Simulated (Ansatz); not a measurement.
Isolated molecules relaxed with PBE0-D4/def2-TZVP in Ansatz; ΔE leaves out vibrations. CBS: MP2 limit from def2 TZ/QZ plus the TZ coupled-cluster correction, frozen cores. This one scheme is used for every species. Functionals use def2-TZVPP. Each species was taken in one conformer, which may not be the lowest.

Reaction (ligand exchange at the Si–F bond): `F[SiH2][NH][AlH2]` + `O[SiH3]` → `[AlH2][NH][SiH2]O[SiH3]` + H–F

Task: Is it downhill or uphill in electronic energy at CCSD(T)/CBS, and by how much? (Estimate.)

Result: The calculation gave: Uphill: ΔE = +25.3 kJ/mol.

Task: What do these levels give: r2SCAN-D4, ωB97X-V, B2PLYP, PBE, revPBE, HF/def2-QZVPP? (Estimate.)

Result: Computed: r2SCAN-D4 31.9, ωB97X-V 31.3, B2PLYP 32.9, PBE 36.5, revPBE 38.4, HF/def2-QZVPP 33.4 kJ/mol.

Largest T1 diagnostic among the species: 0.012.

In def2-TZVPP, CCSD(T) changes the Hartree–Fock value by −7.6 kJ/mol (the triples alone add −1.0 kJ/mol) and MP2 by −8.9 kJ/mol. Leaving LDA and LC-ωPBE aside and taking each functional with its dispersion term where it has one, the values, not all of them listed here, spread over 8.6 kJ/mol, from BHLYP-D4 to B97M-V. LDA lies −5.6 kJ/mol from PBE without D4. The D4 term adds −10.6 kJ/mol with B3LYP and −6.2 kJ/mol with PBE0; it sums over pairs of atoms, weighted by their polarisabilities, and B3LYP, whose exchange is more repulsive, gets the larger term.

B3LYP here is the variant with VWN-RPA as its local correlation; programs differ in this.
